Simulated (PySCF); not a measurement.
C3H7BO2, SMILES C[C@@H]1COB1O.

Geometry optimised at B3LYP-D3(BJ)/def2-SVP. The structure was generated by enumeration; whether it is a known compound was not checked. One conformer was computed; it need not be the lowest.

All values below come from TDA-CAM-B3LYP/def2-SVPD run with PySCF.

Vertical excitations. The molecule is in vacuum.

Task: Give excitation energies, oscillator strengths and character. (An estimate is asked for; the answer gives what the named calculation found.)

Result: 
```csv
state,energy (eV),λ (nm),f,main pairs
S1,7.27,170,0.008,HOMO→LUMO 88 %
S2,7.71,161,0.023,"HOMO→LUMO+1 48 %, HOMO→LUMO+4 19 %, HOMO→LUMO+5 15 %"
S3,7.81,159,0.004,HOMO−1→LUMO 88 %
S4,8.27,150,0.006,"HOMO−2→LUMO 69 %, HOMO−2→LUMO+1 16 %"
S5,8.39,148,0.017,"HOMO→LUMO+2 62 %, HOMO→LUMO+1 19 %"
S6,8.57,145,0.014,"HOMO−1→LUMO+1 46 %, HOMO−1→LUMO+2 23 %"
S7,8.66,143,0.040,"HOMO−1→LUMO+2 39 %, HOMO→LUMO+4 20 %"
S8,8.70,143,0.006,"HOMO−2→LUMO+1 29 %, HOMO→LUMO+3 21 %, HOMO−2→LUMO+5 12 %, HOMO−2→LUMO+2 11 %"
S9,8.75,142,0.021,"HOMO−1→LUMO+1 24 %, HOMO→LUMO+4 17 %, HOMO→LUMO+2 12 %, HOMO−1→LUMO+2 9 %"
S10,8.82,141,0.009,HOMO→LUMO+3 61 %
T1,6.92,179,0,"HOMO→LUMO 37 %, HOMO→LUMO+1 23 %, HOMO→LUMO+4 16 %, HOMO→LUMO+5 13 %"
T2,7.26,171,0,"HOMO→LUMO 55 %, HOMO→LUMO+1 16 %, HOMO→LUMO+4 11 %, HOMO→LUMO+5 8 %"
T3,7.40,167,0,"HOMO−1→LUMO+4 25 %, HOMO−1→LUMO+1 25 %, HOMO−1→LUMO+5 23 %, HOMO−1→LUMO 14 %"
T4,7.69,161,0,HOMO−1→LUMO 67 %
```
Triplets are in the Tamm–Dancoff approximation.
